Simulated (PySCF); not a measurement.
r2SCAN0 on W (tungsten, neutral), [Xe] 4f14 5d3 6s2 6p1, one real determinant (an excited configuration). All numbers are calculated (PySCF 2.14, scalar relativity by spin-free X2C-1e, in x2c-QZVPPall (16s10p9d5f2g, 144 functions)).

```
cycle= 3 E= -16143.3967044398  delta_E= -0.00693  |g|= 0.0225  |ddm|= 0.378
cycle= 4 E= -16143.4009719316  delta_E= -0.00427  |g|= 0.0239  |ddm|= 0.17
cycle= 5 E= -16143.4025138145  delta_E= -0.00154  |g|= 0.0195  |ddm|= 0.0769
cycle= 6 E= -16143.4054594943  delta_E= -0.00295  |g|= 0.0103  |ddm|= 0.302
cycle= 7 E= -16143.4053770603  delta_E= 8.24e-05  |g|= 0.00513  |ddm|= 0.0565
cycle= 8 E= -16143.4055128943  delta_E= -0.000136  |g|= 0.00166  |ddm|= 0.0711
cycle= 9 E= -16143.4055232412  delta_E= -1.03e-05  |g|= 0.000914  |ddm|= 0.00925
cycle= 10 E= -16143.4055304387  delta_E= -7.2e-06  |g|= 0.000462  |ddm|= 0.0136
cycle= 11 E= -16143.4055326984  delta_E= -2.26e-06  |g|= 5.92e-05  |ddm|= 0.012
cycle= 12 E= -16143.4055327266  delta_E= -2.82e-08  |g|= 6.59e-05  |ddm|= 0.000684
cycle= 13 E= -16143.4055327108  delta_E= 1.58e-08  |g|= 6.1e-05  |ddm|= 0.000224
cycle= 14 E= -16143.4055326815  delta_E= 2.93e-08  |g|= 7.47e-06  |ddm|= 0.000967
cycle= 15 E= -16143.4055326811  delta_E= 3.67e-10  |g|= 1.49e-06  |ddm|= 0.000113
converged SCF energy = -16143.4055326811  <S^2> = 6.6852944  2S+1 = 5.2669894
```

Highest occupied orbital energy: -3.489 eV; ⟨L²⟩ = 15.86; populations by l: s 11.52, p 25.00, d 23.47, f 14.00.

Question: Can this result be used?

Answer: Not for this state. The calculation finished and met its thresholds. ⟨L²⟩ = 15.86 against 20 for a pure G term, so this real determinant mixes terms. Spin-orbit coupling, absent here, splits the open shell strongly. ⟨S²⟩ = 6.69 against 6.00 shows spin contamination. The s, p, d and f populations moved away from the nominal configuration during the SCF.
